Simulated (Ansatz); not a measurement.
Input for Ansatz (a first-principles code): U-CCSD(T)/def2-SVP on FHZn (SMILES [F][ZnH]), a point of a bond scan (R = 1.355 Å).

Ansatz 0.2 input:
```yaml
crystal:
  periodic: [false, false, false]
  atoms:
    - {symbol: Zn, position_ang: [-0.00000000, -0.00000000, -0.35811910]}
    - {symbol: H, position_ang: [-0.00000000, -0.00000000, -1.71303797]}
    - {symbol: F, position_ang: [0.00000000, 0.00000000, 1.40079528]}
basis:
  gaussian:
    orbitals: def2-SVP
correlation: {method: ccsd_t, electrons: outside_noble_gas}
scf: {omitted_lower_state_checks: [cluster_reference]}
magnetization: {spin_polarized: true, initial_magnetization: 0}
```

It printed:

```
WARN ansatz: RAYON_NUM_THREADS=1 ignored (pool sized by the plan → 1); use --threads N
Functional definition: HF
these checks for a lower state are left out or cut short: cluster_reference
integrals: 0.03 GiB planned
477 factors; integrals over basis functions are off by at most 1.4e-3 eV
mean field: 0.14 GiB planned
mean field evaluation 1: about -51086.9981 eV, gradient 2.4e1 eV
mean field evaluation 2: about -51087.0372 eV, gradient 2.4e1 eV
mean field evaluation 4: about -51089.2875 eV, gradient 1.4e0 eV
mean field evaluation 8: about -51089.3113 eV, gradient 3.2e-4 eV
mean field -51089.31134055 eV, -1877.4975621863 hartree, gradient 1.5e-6 eV, S^2 0.000000; 0 other end points of the search recorded, 0 dependent functions left out
10 core orbitals not correlated
reference -51089.31134055 eV, -1877.4975621863 hartree; 10, 10 occupied and 30, 30 virtual orbitals, 477 factors
second order -13.64889205 eV of doubles, -0.00000000 eV of singles
coupled cluster: 0.10 GiB planned
cycle   1  -12.80858719 eV  change    8.4e-1 eV  update   9.8e-2
cycle   2  -13.17221152 eV  change   -3.6e-1 eV  update   3.3e-2
cycle   3  -13.23715838 eV  change   -6.5e-2 eV  update   1.5e-2
cycle   4  -13.22864180 eV  change    8.5e-3 eV  update   4.2e-3
cycle   5  -13.22542581 eV  change    3.2e-3 eV  update   1.8e-3
cycle   6  -13.22520886 eV  change    2.2e-4 eV  update   3.6e-4
cycle   7  -13.22521107 eV  change   -2.2e-6 eV  update   1.2e-4
cycle   8  -13.22517942 eV  change    3.2e-5 eV  update   4.0e-5
cycle   9  -13.22518533 eV  change   -5.9e-6 eV  update   1.2e-5
perturbative correction -0.27512325 eV, -0.0101105928 hartree
Total energy: -51102.81164913 eV, -1877.9936893757 hartree
Checks for a lower state left out: cluster_reference
```

The calculation finished and met its thresholds.

Cost: very roughly 1.5 core-seconds.
